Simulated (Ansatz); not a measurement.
C2H7AlSSi (`C[SiH]1[CH2][Al]1[SH]`) at its PBE0-D4/def2-TZVP geometry, where that method's forces vanish. Charge 0, multiplicity 1.

```xyz
12

C     0.8638   -1.2249   -1.5992
Si   -0.4270   -0.5259   -0.4359
C    -0.0250   -0.3453    1.4347
Al   -0.5970    1.4164    0.8277
S    -0.9130    3.3956    1.6805
H     0.5613   -1.0860   -2.6397
H     0.9931   -2.2961   -1.4194
H     1.8266   -0.7314   -1.4558
H    -1.7305   -1.2282   -0.6199
H     1.0632   -0.2863    1.5850
H    -0.4464   -1.0429    2.1571
H    -1.1692    3.9550    0.4850
```

What forces (eV/Å) does PBE-D4/def2-TZVPP give on these atoms in Ansatz 0.2.0? (Estimate.)

Ansatz gave: 
```
C1  -0.010 -0.002  0.008
Si2 -0.028  0.042 -0.114
C3  -0.025  0.007  0.061
Al4 -0.036  0.058 -0.091
S5   0.015  0.102  0.328
H6  -0.052  0.023 -0.201
H7   0.028 -0.210  0.030
H8   0.182  0.092  0.024
H9  -0.145 -0.078 -0.013
H10  0.190  0.006  0.043
H11 -0.073 -0.146  0.150
H12 -0.046  0.105 -0.223
```
